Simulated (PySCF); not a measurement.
# Static response to an electric field

Species: CH₄GeOS.
Cartesian coordinates in Å at the PBE0-D3(BJ)/def2-SVP level; atoms count from 1:
```xyz
8
CH4GeOS angstrom
O      0.708   -1.751    0.076
C      1.026   -0.599   -0.047
Ge    -0.357    0.861   -0.015
S     -2.215   -0.279    0.344
H      2.105   -0.323   -0.186
H     -0.356    1.599   -1.367
H     -0.039    1.861    1.112
H     -1.475   -1.421    0.324
```

Level: CAM-B3LYP/def2-SVPD (PySCF), static field, nuclei fixed, core orbitals frozen in the response. The polarisability tensor in these axes (au):

```
x   77.46  2.37 -3.09
y    2.37 71.83 -1.85
z   -3.09 -1.85 55.44
```

Problem. What are the eigenvalues, a third of the trace, and Δα (Δα² = ½Σ(αi − αj)² over the three pairs)?

Solution. Principal values 54.88, 70.99 and 78.86 au; mean 68.24 au = 10.11 Å³ = 11.25 × 10⁻⁴⁰ C²·m²/J; Δα = 21.17 au (31 % of the mean).

Problem. What is the dipole moment, and where does it point?

Solution. (1.95, 1.99, -0.41) D, 2.81 D in size, pointing from the negative to the positive side. Measured along this direction, the outermost atoms are H8 at the negative end and H5 at the positive end.

Problem. Rayleigh depolarisation ratio (linearly polarised light, static tensor)?

Solution. ρ = 3Δα²/(45ᾱ² + 4Δα²) = 1344.3/(209573 + 1792.4) = 0.00636.

Problem. In TDDFT the mean static polarisability is Σ f/ω² over all singlet excitations (ω in hartree). How much of it do the 10 lowest give? Their energies (eV) and oscillator strengths: 3.48, 0.0004; 5.22, 0.0048; 5.70, 0.0219; 6.18, 0.0060; 6.42, 0.0021; 6.80, 0.0094; 6.88, 0.0445; 6.94, 0.0003; 7.26, 0.1755; 7.53, 0.0152.

Solution. They add up to 4.33 au, 6.3 % of the 68.24 au; the largest single term is 2.47 au, from the state at 7.26 eV. Terms in order: 0.03, 0.13, 0.50, 0.12, 0.04, 0.15, 0.70, 0.00, 2.47, 0.20 au. Higher excitations give the rest. The strengths listed sum to 0.280.

Problem. Directions of the eigenvectors, and the extent of the frame along each?

Solution. Largest value along (0.92, 0.35, -0.15), where the nuclei span 4.06 Å; middle along (-0.36, 0.93, -0.04), 3.59 Å; least along (0.13, 0.09, 0.99), 2.51 Å. The response follows the extents in order.

Problem. Give the eigenvalues of the traceless quadrupole moment Θ = ½Σq(3rr − r²1), origin at the centre of nuclear charge.

Solution. -3.96, 0.31, 3.65 D·Å. The values depend on the origin, since the dipole doesn't vanish. The electronic extent ⟨r²⟩ about the same centre is 619 bohr², a root-mean-square distance of 1.62 Å for the 66 electrons.

Problem. Find the Langevin capture rate constant for H3O+ (19.018 u) meeting this molecule (137.919 u), k = 2.342 × 10⁻⁹ cm³/s × √(α in Å³ / reduced mass in u).

Solution. The reduced mass is 16.71 u, so k = 1.82 × 10⁻⁹ cm³/s. The formula leaves out the permanent dipole, which adds to the capture rate.

The structure is a single PBE0-D3(BJ)/def2-SVP conformer in the gas phase; no vibrational or solvent corrections. The calculation is non-relativistic, for germanium too.

The run behind these numbers computed excited states and ΔSCF ions as well. The run took 89 s of wall time on an Arm Neoverse V1 with one thread, no GPU, shared host.
